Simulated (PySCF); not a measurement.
Precursor series Ta Cl-OH. Gas-phase values, no solvent. One relaxed conformer stands for each flexible species; it need not be the lowest.

Calculation: PBE-D3(BJ)/def2-TZVP // BP86-D3(BJ)/def2-SVP run with PySCF 2.14.0. 

```json
[
 {"species": "0 of 5 Cl replaced by OH ([Ta(Cl)5])", "LUMO (eV)": "-4.49", "mean distance from the central atom to its bonded neighbours (Å)": "2.320", "charge on the central atom (Mulliken) (e)": "1.01"},
 {"species": "1 of 5 Cl replaced by OH", "LUMO (eV)": "-3.62", "mean distance from the central atom to its bonded neighbours (Å)": "2.237", "charge on the central atom (Mulliken) (e)": "1.11"},
 {"species": "2 of 5 Cl replaced by OH ([Ta(Cl)3(OH)2])", "LUMO (eV)": "-3.39", "mean distance from the central atom to its bonded neighbours (Å)": "2.166", "charge on the central atom (Mulliken) (e)": "1.17"},
 {"species": "3 of 5 Cl replaced by OH", "LUMO (eV)": "-2.60", "mean distance from the central atom to its bonded neighbours (Å)": "2.093", "charge on the central atom (Mulliken) (e)": "1.23"},
 {"species": "5 of 5 Cl replaced by OH ([Ta(OH)5])", "LUMO (eV)": "-1.83", "mean distance from the central atom to its bonded neighbours (Å)": "1.940", "charge on the central atom (Mulliken) (e)": "1.32"}
]
```
